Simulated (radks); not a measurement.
The mean radii <r> (bohr) of the occupied orbitals of an atom or ion are listed with their occupations. Calculated with a radial shooting solver on a logarithmic mesh with Libxc functionals: Dirac Kohn-Sham, BLYP, spin-unpolarised, spherical densities, point nucleus.

| orbital | occ. | <r> |
|---|---|---|
| 1s1/2 | 2 | 0.01686 |
| 2s1/2 | 2 | 0.07044 |
| 2p1/2 | 2 | 0.05798 |
| 2p3/2 | 4 | 0.06653 |
| 3s1/2 | 2 | 0.1833 |
| 3p1/2 | 2 | 0.1736 |
| 3p3/2 | 4 | 0.1893 |
| 3d3/2 | 4 | 0.1648 |
| 3d5/2 | 6 | 0.1696 |
| 4s1/2 | 2 | 0.4069 |
| 4p1/2 | 2 | 0.4094 |
| 4p3/2 | 4 | 0.4435 |
| 4d3/2 | 4 | 0.4520 |
| 4d5/2 | 6 | 0.4632 |
| 5s1/2 | 2 | 0.9277 |
| 4f5/2 | 6 | 0.4954 |
| 4f7/2 | 8 | 0.5024 |
| 5p1/2 | 2 | 1.004 |
| 5p3/2 | 4 | 1.104 |
| 5d3/2 | 4 | 1.542 |
| 5d5/2 | 6 | 1.614 |
| 7p1/2 | 1 | 10.53 |

Name the element and its charge. Open shells, if any, fill j = l - 1/2 first.

Answer. Z = 79, gold, charge 0: Au in [Xe] 4f14 5d10 7p1. The 1s radius gives Z: for a bare nucleus <r> = (2 gamma + 1)/(2Z) with gamma = sqrt(1 - (Z/c)^2), 0.01667 bohr for Z = 79, and screening makes it slightly larger (0.01686 here). The occupations add up to 79, and the charge is Z minus that.
